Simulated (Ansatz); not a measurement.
**Worked example: the barrier**

An elementary step of SiH3SF3, closed shell (SiHSF₃ ([F][Si]([F])([F])[SH]) + H₂ → SiHF₃ ([F][SiH]([F])[F]) + H₂S; bonds formed: Si1–H7, S2–H6; bonds broken: Si1–S2, H6–H7). “Start” is the structure reached by relaxing down from the saddle towards the reactants; PBE0-D4/def2-TZVP structures. The saddle:

```xyz
8
angstrom
Si -0.2684 0.2288 -0.5917
S 0.9432 -1.2326 0.8486
F 0.8445 0.0439 -1.7265
F -0.1312 1.8031 -0.4173
F -1.5019 -0.4130 -1.3531
H -0.3741 -0.4898 1.1777
H -1.1609 0.2309 0.7776
H 1.6485 -0.1714 1.2847
```

Ansatz 0.2.0; basis: def2-TZVPP and def2-QZVPP; cores frozen in the correlated methods.

Energies in eV:

| quantity | saddle | start |
| --- | --- | --- |
| Hartree–Fock, triple zeta (X = 3) | -26851.92239 | -26855.22050 |
| Hartree–Fock, quadruple zeta (X = 4) | -26852.89588 | -26856.20757 |
| MP2 correlation, X = 3 | -29.66944 | -28.97659 |
| MP2 correlation, X = 4 | -32.43011 | -31.71706 |
| CCSD(T) correlation, X = 3 | -31.32328 | -30.63324 |

Problem. Work out the barrier at the basis limit: extrapolate Hartree–Fock as E(X) = E∞ + A exp(−7.88 √X) and the MP2 correlation as E(X) = E∞ + B X^−2.97 (the exponents that Neese and Valeev fitted for def2-TZVPP and QZVPP), then add CCSD(T) − MP2 in triple zeta.

Solution. Each step is linear, so take the differences first (saddle − start): Hartree–Fock 3.29811 (X = 3) and 3.31169 (X = 4); MP2 correlation -0.69285 and -0.71305; CCSD(T) correlation -0.69004.
Two points give E∞ = E(4) + w [E(4) − E(3)], with w = 1/(exp(7.88 (2 − √3)) − 1) = 0.1377 for Hartree–Fock and w = 1/((4/3)^2.97 − 1) = 0.7407 for the correlation.
Hartree–Fock: 3.31169 + 0.1377 × 0.01358 = 3.3136 eV.
MP2 correlation: -0.71305 + 0.7407 × (-0.02020) = -0.7280 eV.
CCSD(T) − MP2: -0.69004 − (-0.69285) = 0.0028 eV.
Sum: 3.3136 + (-0.7280) + 0.0028 = 2.5884 eV, or 59.69 kcal/mol. Plain CCSD(T) in triple zeta gives 2.6081 eV, so the larger basis shifts the result by -0.0197 eV.

T1 diagnostic: at most 0.013.

Labels in which every atom is bracketed show which atoms are joined, not bond orders.

For scale, one of the runs: CCSD(T)/def2-TZVPP, 219 basis functions, launched by `ansatz run in.yaml --threads 4 --pin off --events-out ev --progress --plain --max-ram 9574MiB`. The run took 110 s on 4 CPU threads of an Arm Neoverse V2 (shared host), with 3.4 GiB of host memory at its peak.
